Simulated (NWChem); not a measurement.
Species: PbBrF, singlet; SMILES [F][Pb][Br]

Computed with NWChem. Low-valent species are run as closed-shell singlets; no triplet was tried in these runs. The geometry was optimised at PBE0/def2-SVP. No frequency run checked for a minimum. def2 effective core potentials on Pb; no spin-orbit coupling. Ions are spin-unrestricted doublets at the neutral geometry; other ion states weren't tried.

Task: Predict the results for PBE/def2-SVP. Quantities: vertical ionisation energy, ΔSCF (eV); −ε(HOMO) (eV).

Result: 
| Quantity | Result |
|---|---|
| vertical ionisation energy, ΔSCF (eV) | 9.90 |
| −ε(HOMO) (eV) | 6.57 |
